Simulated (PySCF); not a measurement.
**Radial density of V⁻ (vanadium, charge -1)**

BP86, [Ar] 3d4 4s2, high-spin 5D determinant. All numbers are calculated (PySCF 2.14, no relativity, point nucleus, in aug-cc-pVDZ (7s6p4d2f, 59 functions)).

```
r (bohr)  4πr²ρ (e/bohr)  4πr²(ρα − ρβ)
 0.00118          0.1361         0.0000
 0.00199          0.3708         0.0000
 0.00335          0.9859         0.0001
 0.00563           2.512         0.0003
 0.00947           5.958         0.0006
  0.0159           12.54         0.0013
  0.0268           21.67         0.0021
  0.0450           27.29         0.0020
  0.0758           23.12         0.0013
   0.127           21.90         0.0165
   0.214           29.66         0.1269
   0.361           16.87         0.6247
   0.607           9.599         1.7817
    1.02           10.52         2.3137
    1.72           3.004         1.3793
    2.89          0.9044         0.4825
    4.85          0.4051         0.0868
    8.17         0.08663        -0.0190
    13.7        0.005045        -0.0032
```

At BP86 the highest occupied level has a positive energy, so only the finite basis holds that electron; in a semilocal or global hybrid functional this comes from self-interaction and does not mean that the real anion is unbound.

Where is the radial spin density 4πr²(ρα − ρβ) most negative, and why is it negative at all?

Around r = 8.17 bohr, down to -0.0190 e/bohr: exchange with the open shell polarises the paired shells in an unrestricted calculation.
